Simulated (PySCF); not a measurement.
Excitations are Tamm–Dancoff values on a coarser integration grid. The basis has no diffuse functions, so Rydberg states are missing or too high.

Cartesian coordinates (Å):
SMILES: c1(/N=N\c2c(n(C)nc2C)C)ccccc1
```xyz
30

C      2.1604    -3.2318    -0.1681
C      1.9638    -1.7558    -0.0680
N      2.7864    -0.8825    -0.6303
N      2.2883     0.3401    -0.3287
C      3.0260     1.5201    -0.7245
C      1.1436     0.2889     0.4036
C      0.4600     1.5054     0.9261
C      0.8823    -1.0800     0.5785
N     -0.0675    -1.7659     1.3448
N     -1.2696    -1.4374     1.4502
C     -1.8966    -0.4579     0.6312
C     -2.7889     0.4308     1.2498
C     -3.5081     1.3502     0.4861
C     -3.3795     1.3614    -0.9064
C     -2.5254     0.4430    -1.5289
C     -1.7821    -0.4605    -0.7705
H      1.9151    -3.7113     0.7917
H      1.4978    -3.6769    -0.9296
H      3.1993    -3.4589    -0.4439
H      2.3704     2.2406    -1.2364
H      3.4914     2.0152     0.1439
H      3.8132     1.1909    -1.4124
H      1.1751     2.3195     1.1164
H     -0.3074     1.8736     0.2248
H     -0.0534     1.2759     1.8682
H     -2.8986     0.3868     2.3353
H     -4.1867     2.0505     0.9792
H     -3.9540     2.0706    -1.5064
H     -2.4388     0.4296    -2.6182
H     -1.1167    -1.1741    -1.2576
```
Charge 0, spin multiplicity 1.

### Question
Estimate the dipole moment, S1–T1 gap (TDA), brightest of the four lowest singlets (TDA), total energy, T1 excitation (TDA), HOMO, LUMO and HOMO–LUMO gap that CAM-B3LYP-D3(BJ)/def2-SVP // B3LYP-D3(BJ)/def2-SVP in PySCF returns for this input.

### Answer

| Item | Result |
|---|---|
| dipole moment | 4.54 D |
| S1–T1 gap (TDA) | 1.06 eV |
| brightest of the four lowest singlets (TDA) | 4.52 eV |
| total energy | -683.8051 Ha |
| T1 excitation (TDA) | 1.61 eV |
| HOMO | -6.99 eV |
| LUMO | -0.60 eV |
| HOMO–LUMO gap | 6.39 eV |
